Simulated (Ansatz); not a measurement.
`BC(=C)Cl` + `[OH][GaH2]` → `[BH2][GaH][OH]` + `C=CCl`  (formal exchange of groups at a B–C bond)

Program: Ansatz. Geometries: PBE0-D4/def2-TZVP. ΔE: electronic, gas phase. CBS: MP2 limit from def2 TZ/QZ plus the TZ coupled-cluster correction, frozen cores. This one scheme is used for every species. Functionals use def2-TZVPP. B3LYP here is the variant with VWN-RPA as its local correlation; programs differ in this. For Ga outer-core shells are correlated without core-valence functions, which leaves a few kJ/mol of doubt a bond. Scalar relativity is left out up to krypton. One conformer a species, not always the lowest.

`BC(=C)Cl`:

Cartesian coordinates in Å:
```
B 0.935 -0.696 -0.587
C 0.077 0.042 0.453
C -1.051 0.675 0.114
Cl 0.583 0.058 2.120
H 1.940 -1.261 -0.286
H 0.553 -0.683 -1.720
H -1.673 1.202 0.829
H -1.364 0.663 -0.924
```

`[OH][GaH2]`:

Z-matrix (Å, degrees):
```
Ga
O 1 1.788
H 1 1.565 2 117.5
H 1 1.556 2 113.8 3 180.0
H 2 0.959 1 114.1 3 0.0
```

`[BH2][GaH][OH]`:

```xyz
7

B     1.365   -0.202    0.070
Ga   -0.532    0.478   -0.453
O    -1.980   -0.171    0.393
H     1.870   -1.145   -0.467
H     2.017    0.332    0.921
H    -0.954    1.531   -1.533
H    -1.788   -0.823    1.069
```

`C=CCl`:

```xyz
6

C     0.480    0.509    0.236
C    -0.446   -0.387   -0.051
Cl   -0.530   -1.217   -1.556
H     1.256    0.781   -0.469
H     0.471    0.992    1.205
H    -1.232   -0.677    0.635
```

```csv
level,ΔE (kJ/mol)
revPBE-D4,45.4
CAM-B3LYP-D4,48.7
revPBE,38.4
B3LYP,45.0
CAM-B3LYP,47.4
HF/def2-TZVPP,49.1
CCSD/def2-TZVPP,42.8
MP2/CBS(def2),48.6
```

What does CCSD(T)/CBS give? (Estimate.)

Ansatz gave: +42.7 kJ/mol. The listed levels differ from it by 2.7, 6.0, -4.3, 2.3, 4.7, 6.4, 0.1, 5.9 kJ/mol.

Largest T1 diagnostic among the species: 0.015.

At CCSD(T), def2-SVP lies +9.1 kJ/mol from the extrapolated value and def2-TZVPP +2.1 kJ/mol. Leaving LDA and LC-ωPBE aside and taking each functional with its dispersion term where it has one, the values, not all of them listed here, spread over 10.1 kJ/mol, from PBE-D4 to B97M-V. LDA lies +8.5 kJ/mol from PBE without D4. From BLYP to BHLYP (50 % exact exchange), in def2-TZVPP and without D4, ΔE moves by +4.6 kJ/mol.
